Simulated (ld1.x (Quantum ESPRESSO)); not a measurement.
Transferability test, PAW potential for arsenic (As)

arsenic, PAW, made with ld1.x (Quantum ESPRESSO) 7.5 (PBE, scalar-relativistic). Core [Ne], reference 3s2 3p6 3d10 4s2 4p2 (charge +1). Waves: 3s (bound): rcut 0.95, rcutus 1.25 bohr; 4s (bound): rcut 0.95, rcutus 1.25 bohr; 3p (bound): rcut 0.85, rcutus 0.90 bohr; 4p (bound): rcut 0.85, rcutus 0.90 bohr; 3d (bound): rcut 0.85, rcutus 1.15 bohr; 3d channel at -3.2 Ry: rcut 0.85, rcutus 1.15 bohr; 4f channel at 0.4 Ry: rcut 0.90, rcutus 1.00 bohr; 4f channel at 1.7 Ry: rcut 0.90, rcutus 1.00 bohr. Local part: all-electron potential smoothed inside 1.05 bohr (lloc = -2). Core correction: Bessel-smoothed model core, default radius (core density twice the valence density). Augmentation charge: PSQ, inside the norm-conserving radii.

Energies are relative to the spin-unpolarised reference configuration 3s2 3p6 3d10 4s2 4p2; without spin polarisation the order of configurations can differ from experiment. Not all tests gave a result: test run stopped at test 6 of 7 (negative rho).

Task: Give the all-electron excitation energy and the error of the potential for: 3s2 3p6 3d10 4s2 4p3; 3s2 3p6 3d10 4s2 4p1; 3s2 3p6 3d10 4s2 4p0; 3s2 3p6 3d10 4s1 4p0; 3s2 3p6 3d10 4s2 4p3.3.

Result:

| valence configuration | charge | ΔE all-electron (eV) | error AE − PS (meV) |
| --- | --- | --- | --- |
| 3s2 3p6 3d10 4s2 4p3 | 0 | -9.149 | +0.7 |
| 3s2 3p6 3d10 4s2 4p1 | +2 | 17.918 | -1.9 |
| 3s2 3p6 3d10 4s2 4p0 | +3 | 45.621 | -5.2 |
| 3s2 3p6 3d10 4s1 4p0 | +4 | 96.268 | -11 |
| 3s2 3p6 3d10 4s2 4p3.3 | -0.3 | -10.383 | +0.8 |

Levels in the configuration 3s2 3p6 3d10 4s2 4p3:

```json
{"level": "3s", "all-electron (eV)": "-190.306", "pseudo (eV)": "-190.301"}
{"level": "3p", "all-electron (eV)": "-133.678", "pseudo (eV)": "-133.673"}
{"level": "3d", "all-electron (eV)": "-40.646", "pseudo (eV)": "-40.642"}
{"level": "4s", "all-electron (eV)": "-14.494", "pseudo (eV)": "-14.494"}
{"level": "4p", "all-electron (eV)": "-5.195", "pseudo (eV)": "-5.194"}
```
